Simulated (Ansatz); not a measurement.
Cl2GeH4OSi can be A, `[OH][Ge]([SiH3])([Cl])[Cl]`, or B, `O[SiH](Cl)[GeH2][Cl]`.

Calculated with Ansatz (gas phase, PBE0-D4/def2-TZVP geometries, no zero-point term in ΔE). CCSD(T)/CBS is the MP2 limit (def2-TZVPP, def2-QZVPP) plus CCSD(T) − MP2 in def2-TZVPP, frozen cores. DFT in def2-TZVPP. B3LYP here is the variant with VWN-RPA as its local correlation; programs differ in this. For Ge outer-core shells are correlated without core-valence functions, which leaves a few kJ/mol of doubt a bond. Scalar relativity is left out up to krypton. Each species was taken in one conformer, which may not be the lowest.

Q: Which isomer does CCSD(T)/CBS put lower? Give the gap. (Estimate.)

A: The calculation gave: B, by 71.7 kJ/mol.

Q: Give E(B) − E(A) in kJ/mol with CCSD(T)/def2-TZVPP, CCSD/def2-TZVPP, PBE0-D4, CCSD(T)/def2-SVP, HF/def2-TZVPP, LDA (SPW92), B3LYP-D4. (An estimate is asked.)

A: The calculation gave: CCSD(T)/def2-TZVPP -63.6, CCSD/def2-TZVPP -65.2, PBE0-D4 -68.7, CCSD(T)/def2-SVP -48.1, HF/def2-TZVPP -64.1, LDA (SPW92) -77.1, B3LYP-D4 -66.8. None reverses the order clearly.

Q: Does the order hold for the free energy at 298.15 K (harmonic terms from PBE0-D4)? (Estimate.)

A: The calculation gave: Yes: G(B) − G(A) = -67.6 kJ/mol, for one conformer each. Modes under 60 cm⁻¹, often nearly free rotors, make the harmonic entropy too high.

Largest T1 diagnostic: 0.011.

From PBE to PBE0 (25 % exact exchange), in def2-TZVPP and without D4, E(B) − E(A) moves by −3.7 kJ/mol. At CCSD(T), def2-SVP lies +23.5 kJ/mol from the extrapolated value and def2-TZVPP +8.1 kJ/mol.
